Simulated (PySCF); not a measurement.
## Telling isomers of C$_{6}$H$_{6}$ClF apart by NMR

PySCF calculation with GFN2-xTB structure and σ from GIAO-PBE0/pcSseg-1; rapidly exchanging positions averaged, single conformer, no solvent model, non-relativistic.

References, each an isolated molecule treated in the same way: 1H (σref 31.72), 13C (σref 186.93) vs TMS. Splittings of carbon signals by F and P are missing where no couplings were computed. Where no couplings were computed, multiplicities follow the n + 1 count of equivalent neighbours, and m marks all less simple cases (inequivalent or close neighbours, rings, F or P nearby). Shifts are as computed. Against solution values, carbons near 30 ppm lie about +3 ppm off and those near 130 ppm about +5 ppm; carbons on Cl a further +6 ppm. Of 1211 compounds with measured shifts, 218 miss one by over three times the rms of a fit or turn the order of signals round; such compounds aren't used in these exercises. Carbons bonded to Cl come out too deshielded.

(1) Tabulate the signals of `C=C/C(F)=C/C=C\Cl`, `F[C@@H]1C(Cl)=C[C@H]2C[C@@H]12` and their relative energies.

(2) What is the quickest way to tell C=C/C(F)=C/C=C\Cl from F[C@@H]1C(Cl)=C[C@H]2C[C@@H]12?

Answers

(1) 
| SMILES | carbon types | δC | δH | E rel. (kcal/mol) |
| --- | --- | --- | --- | --- |
| C=C/C(F)=C/C=C\Cl | 1×C 4×CH 1×CH2 | 169.1, 136.6, 132.4, 130.3, 125.7, 113.0 | 6.99 (m, 1H), 6.41 (m, 1H), 6.19 (m, 1H), 6.16 (d, 1H), 6.12 (m, 1H), 5.69 (m, 1H) | 6.1 |
| F[C@@H]1C(Cl)=C[C@H]2C[C@@H]12 | 1×C 4×CH 1×CH2 | 146.4, 144.3, 101.9, 25.8, 25.2, 24.8 | 6.47 (m, 1H), 5.14 (m, 1H), 2.11 (m, 1H), 1.95 (m, 1H), 1.08 (m, 1H), -0.06 (m, 1H) | 0.0 |

Energies are electronic energies at PBE0/pcSseg-1 on these geometries, without zero-point or thermal terms, each for the one conformer computed, which needn't be the lowest.

(2) Both give the same number of carbon signals, with the same numbers of each carbon type, so the positions decide. The first has a terminal =CH2 carbon at 125.7 ppm, the second a three-membered-ring carbon (CH) at 25.8 ppm. Their most deshielded carbons lie at 169.1 and 146.4 ppm. In the proton spectra the most deshielded non-exchanging signals are 6.99 (m, 1H) and 6.47 (m, 1H).
